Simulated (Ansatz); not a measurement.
**OPSiZn−: where a starting geometry ends**

The starting geometry of this gas-phase singlet was optimised with GFN2-xTB.

```xyz
4

O     0.0870   -1.7152    2.2062
P    -2.1700   -3.2582   -0.0816
Si   -0.8502   -2.5341    1.3072
Zn   -0.0401   -4.4488    2.8185
```

Where would you expect an optimisation with B3LYP-D3(BJ)/def2-SVPD to take it?

It rearranges, giving a structure given below by its coordinates. Contacts that open: Si3–Zn4 (2.57 → 3.68 Å). Contacts that close: O1–Zn4 (2.80 → 2.10 Å).

The energy falls by 0.45 eV over 24 steps:

```
step  E − E(last) (eV)
   1             0.446
   4             0.287
   6             0.286
   9             0.278
  11             0.210
  14             0.059
  16             0.019
  19             0.001
  21             0.000
  24             0.000
```

Final geometry (Å):

```xyz
4

O    -0.3009   -3.1893    2.1517
P    -2.3703   -2.2534   -0.6039
Si   -1.2175   -2.7750    0.9313
Zn    0.9154   -3.7385    3.7711
```

No frequencies were run, so the end isn't proven a minimum. Run with Ansatz 0.2.0, 3.7 min on 1 thread of AMD EPYC (Zen 3), with other jobs on the host.
